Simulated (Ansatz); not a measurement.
CH5AlBNS, SMILES `[BH2][Al]([SH])[CH]=N`, relaxed with RKS PBE-D4/def2-SVP in Ansatz 0.2.0 from a rough embedded geometry. The force threshold is 0.03 eV/Å; the program also tests the step.

Charge 0, multiplicity 1.

Start:

```xyz
10

B     0.300    2.196   -0.204
Al    0.295    0.147   -0.120
S     2.235   -0.930    0.169
C    -1.324   -0.923   -0.235
N    -1.411   -2.176   -0.149
H    -0.762    2.763   -0.428
H     1.293    2.808   -0.179
H     2.179   -0.895    1.572
H    -2.286   -0.310   -0.402
H    -0.520   -2.683   -0.022
```

(1) How much energy does the relaxation release, and in how many steps? (Best estimate.)

(2) Which bonds change most? (Best estimate.)

(3) Give the relaxed structure. (Estimate.)

Answers

(1) The calculation gave: 0.69 eV, in 25 steps, 2 of them rejected.

(2) The calculation gave: Al2–C4 from 1.945 to 2.016 Å; B1–Al2 from 2.051 to 2.115 Å; B1–H7 from 1.167 to 1.220 Å; S3–H8 from 1.405 to 1.363 Å.

(3) The calculation gave: 
```xyz
10

B     0.355    2.227   -0.042
Al    0.166    0.121   -0.041
S     1.884   -1.261    0.195
C    -1.478   -1.030   -0.228
N    -1.489   -2.299   -0.005
H     0.426    2.875   -1.074
H     0.357    2.890    0.984
H     2.790   -0.279    0.464
H    -2.463   -0.603   -0.539
H    -0.548   -2.640    0.286
```
